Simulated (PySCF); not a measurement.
H₂Cl₂O₂Si, singlet, geometry from GFN2-xTB. Base run: M062X/6-31G in PySCF.

Here is a job for PySCF.
```python
from pyscf import gto, scf, dft, solvent

mol = gto.M(
    atom='''
O    -0.008266   -1.594028   -0.845014
Si   -0.217609   -0.202805   -0.039765
O    -1.724962   -0.021285    0.528293
Cl    0.221614    1.198093   -1.398517
Cl    0.916836   -0.137093    1.606551
H     0.032438   -2.444665   -0.414372
H    -2.473747    0.169442   -0.031739
''',
    basis='6-31g',
    charge=0,
    spin=0,
    verbose=3,
)

mf = dft.RKS(mol)
mf.xc = 'm062x'
mf.kernel()
```

Base: dipole (D) 2.59; HOMO-LUMO gap (eV) 11.77.

A changed run: ΔE vs base (kcal/mol) -9.14; dipole (D) 3.02; HOMO-LUMO gap (eV) 11.94.

Name the change that produced these shifts.
(A) model = ddCOSMO; solvent = dimethylsulfoxide
(B) model = IEF-PCM; solvent = n-hexane
(C) model = COSMO; solvent = dimethylsulfoxide
(D) model = IEF-PCM; solvent = dimethylsulfoxide; vdw_scale = 1.0
(E) model = C-PCM; solvent = dimethylsulfoxide

A, model = ddCOSMO; solvent = dimethylsulfoxide

The base is the gas phase, so ΔE is the electrostatic part of solvation at a fixed geometry, without cavity and dispersion terms.
